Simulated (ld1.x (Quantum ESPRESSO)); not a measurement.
**nickel, ultrasoft: configuration errors across variants**

```json
{
  "Element": "nickel (Ni)",
  "Generator": "ld1.x (Quantum ESPRESSO) 7.5",
  "Type": "ultrasoft",
  "Functional": "PBE",
  "Relativity": "scalar-relativistic",
  "Frozen core": "[Ar]",
  "Valence charge": "10",
  "Reference configuration": "3d8 4s2 4p0",
  "Partial waves": "4s (bound): rcut 2.10, rcutus 2.45 bohr; 4s channel at 0.15 Ry: rcut 2.10, rcutus 2.45 bohr; 4p (bound, empty): rcut 2.00, rcutus 2.75 bohr; 4p channel at 0.75 Ry: rcut 2.00, rcutus 2.75 bohr; 3d (bound): rcut 0.70, rcutus 0.90 bohr; 3d channel at -0.05 Ry: rcut 0.70, rcutus 0.90 bohr; 4f channel at -0.15 Ry: rcut 2.65, rcutus 3.10 bohr; 4f channel at 0.35 Ry: rcut 2.65, rcutus 3.10 bohr",
  "Local potential": "all-electron potential smoothed inside 1.95 bohr (lloc = -1)",
  "Core correction": "none",
  "Augmentation charge": "built from norm-conserving waves at rcut, not smoothed further"
}
```

All-electron excitation energies from the reference (eV): (1) 3d8 4s0 4p0 26.673; (2) 3d7 4s0 4p0 64.140; (3) 3d9 4s0 4p0 6.318.

The overlap operator is not positive definite (basis up to 400 Ry) in “base”, “all radii scaled by about 0.81 (s 1.98, p 2.24, d 0.74, f 2.52 bohr, rcut 1.70/1.62/0.56/2.14); local potential all-electron potential smoothed inside 1.58 bohr (lloc = -1)”, “all radii scaled by about 1.13 (s 2.78, p 3.12, d 1.02, f 3.52 bohr, rcut 2.38/2.26/0.80/3.00); local potential all-electron potential smoothed inside 2.20 bohr (lloc = -1)”, “all radii scaled by about 1.23 (s 3.02, p 3.40, d 1.12, f 3.82 bohr, rcut 2.60/2.46/0.86/3.26); local potential all-electron potential smoothed inside 2.40 bohr (lloc = -1)”, “all radii scaled by about 1.40 (s 3.42, p 3.84, d 1.26, f 4.32 bohr, rcut 2.94/2.80/0.98/3.70); local potential all-electron potential smoothed inside 2.72 bohr (lloc = -1)”. Such files are unfit for use, however small their errors in these radial tests.

Errors AE − PS in meV (a dash: test not solved or not reliable):

| change | (1) | (2) | (3) | bound ghosts |
| --- | --- | --- | --- | --- |
| base | +44 | +176 | -159 | not determined (overlap not positive) |
| all radii scaled by about 0.81 (s 1.98, p 2.24, d 0.74, f 2.52 bohr, rcut 1.70/1.62/0.56/2.14); local potential all-electron potential smoothed inside 1.58 bohr (lloc = -1) | +49 | +166 | -142 | not determined (overlap not positive) |
| all radii scaled by about 1.13 (s 2.78, p 3.12, d 1.02, f 3.52 bohr, rcut 2.38/2.26/0.80/3.00); local potential all-electron potential smoothed inside 2.20 bohr (lloc = -1) | +41 | +124 | -138 | not determined (overlap not positive) |
| all radii scaled by about 1.23 (s 3.02, p 3.40, d 1.12, f 3.82 bohr, rcut 2.60/2.46/0.86/3.26); local potential all-electron potential smoothed inside 2.40 bohr (lloc = -1) | +29 | +30 | -105 | not determined (overlap not positive) |
| all radii scaled by about 1.40 (s 3.42, p 3.84, d 1.26, f 4.32 bohr, rcut 2.94/2.80/0.98/3.70); local potential all-electron potential smoothed inside 2.72 bohr (lloc = -1) | +0.8 | -130 | -67 | not determined (overlap not positive) |

(1) Give the same row for: all radii scaled by about 0.87 (s 2.12, p 2.38, d 0.78, f 2.70 bohr, rcut 1.82/1.74/0.60/2.30); local potential all-electron potential smoothed inside 1.70 bohr (lloc = -1).

Answers

(1) +46, +175, -152; bound ghosts: not determined (overlap not positive). Its overlap operator is not positive definite in a basis up to 400 Ry (lowest eigenvalue f -21108.21), so the file is unfit for use: the generalised eigenproblem breaks down once the basis is large enough, and its test numbers describe a broken file.
